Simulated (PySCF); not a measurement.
Molfile (atoms numbered from 1):
```
C9H7N3
     RDKit          3D

 19 20  0  0  0  0  0  0  0  0999 V2000
   -2.9347   -0.1016    0.0885 C   0  0  0  0  0  0  0  0  0  0  0  0
   -2.2787    1.1115    0.2207 C   0  0  0  0  0  0  0  0  0  0  0  0
   -0.8985    1.1641    0.1758 C   0  0  0  0  0  0  0  0  0  0  0  0
   -0.1564   -0.0041    0.0077 C   0  0  0  0  0  0  0  0  0  0  0  0
    1.3025    0.0463   -0.0394 C   0  0  0  0  0  0  0  0  0  0  0  0
    2.1261   -0.9361    0.5209 C   0  0  0  0  0  0  0  0  0  0  0  0
    3.4438   -0.8627    0.4516 N   0  0  0  0  0  0  0  0  0  0  0  0
    4.0171    0.1421   -0.1218 N   0  0  0  0  0  0  0  0  0  0  0  0
    3.3406    1.1000   -0.6616 N   0  0  0  0  0  0  0  0  0  0  0  0
    2.0192    1.0799   -0.6519 C   0  0  0  0  0  0  0  0  0  0  0  0
   -0.8237   -1.2218   -0.1173 C   0  0  0  0  0  0  0  0  0  0  0  0
   -2.2044   -1.2663   -0.0825 C   0  0  0  0  0  0  0  0  0  0  0  0
   -4.0132   -0.1392    0.1176 H   0  0  0  0  0  0  0  0  0  0  0  0
   -2.8445    2.0209    0.3578 H   0  0  0  0  0  0  0  0  0  0  0  0
   -0.3902    2.1099    0.2937 H   0  0  0  0  0  0  0  0  0  0  0  0
    1.7260   -1.7920    1.0477 H   0  0  0  0  0  0  0  0  0  0  0  0
    1.5293    1.9013   -1.1572 H   0  0  0  0  0  0  0  0  0  0  0  0
   -0.2581   -2.1297   -0.2683 H   0  0  0  0  0  0  0  0  0  0  0  0
   -2.7120   -2.2134   -0.1892 H   0  0  0  0  0  0  0  0  0  0  0  0
  1  2  2  0
  2  3  1  0
  3  4  2  0
  4  5  1  0
  5  6  2  0
  6  7  1  0
  7  8  2  0
  8  9  1  0
  9 10  2  0
  4 11  1  0
 11 12  2  0
 12  1  1  0
 10  5  1  0
  1 13  1  0
  2 14  1  0
  3 15  1  0
  6 16  1  0
 10 17  1  0
 11 18  1  0
 12 19  1  0
M  END
```

Method: structure optimised with GFN2-xTB, shieldings: GIAO PBE0/pcSseg-1, in PySCF 2.14.0 with density-fitted response routines (averaged over atoms made equivalent by symmetry, fast rotation or ring inversion, no solvent, one conformer, no relativistic terms).

**Question.** List the cross peaks expected in HSQC, COSY and HMBC spectra.

**Answer.** 

HSQC (one-bond C–H):
```csv
δH,δC
9.41 (H16/H17),150.9 (C6/C10)
7.94 (H14/H19),135.7 (C2/C12)
7.94 (H15/H18),133.8 (C3/C11)
7.91 (H13),136.4 (C1)
```

COSY cross peaks (H two or three bonds apart, from the bond graph; peaks can be absent where the dihedral angle is near 90°):
```csv
δH,δH
7.94 (H14/H19),7.94 (H15/H18)
7.94 (H14/H19),7.91 (H13)
```

HMBC (two and three bonds, from the bond graph):
```csv
δH,δC
9.41 (H16/H17),"150.9 (C6/C10), 139.3 (C4), 135.8 (C5)"
7.94 (H14/H19),"139.3 (C4), 136.4 (C1), 135.7 (C2/C12), 133.8 (C3/C11)"
7.94 (H15/H18),"139.3 (C4), 136.4 (C1), 135.8 (C5), 135.7 (C2/C12), 133.8 (C3/C11)"
7.91 (H13),"135.7 (C2/C12), 133.8 (C3/C11)"
```

Scale: 1H (31.72 ppm), 13C (186.93 ppm) vs TMS (reference shieldings calculated alike).

Short H···H contacts in this conformer between protons four or more bonds apart (candidates for NOE cross peaks, intensity ∝ r⁻⁶): H16···H18 2.40 Å, H15···H17 2.42 Å.

Shifts are as computed. Against solution values, carbons near 30 ppm lie about +3 ppm off and those near 130 ppm about +5 ppm. Of 1211 compounds with measured shifts, 218 miss one by over three times the rms of a fit or turn the order of signals round; such compounds aren't used in these exercises.
